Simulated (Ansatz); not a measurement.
A geometry relaxed with PBE0-D3(BJ)/def2-TZVP run with Ansatz (a quantum-chemistry and plane-wave program), charge 0, multiplicity 1:

```xyz
5

C     -0.6062     0.0028    -0.1236
C      0.6861    -0.0032    -0.2911
S      2.2241    -0.0103    -0.4905
H     -1.1221    -0.8898     0.2100
H     -1.1820     0.9005    -0.3157
```

Task: Write the SMILES of this molecule.

Result: `C=C=S`
